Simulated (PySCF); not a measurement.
A structure optimised at PBE0-D3(BJ)/def2-TZVPD, used in a PySCF frequency run:

```
K
F 1 2.2013
```
Charge 0, spin multiplicity 1.

**Question.** Write its SMILES, formula and point group.

**Answer.** [F][K], FK, C∞v

**Question.** What are its rotational constants (standard atomic weights)?

**Answer.** 8.1572 GHz (linear rotor, B only)
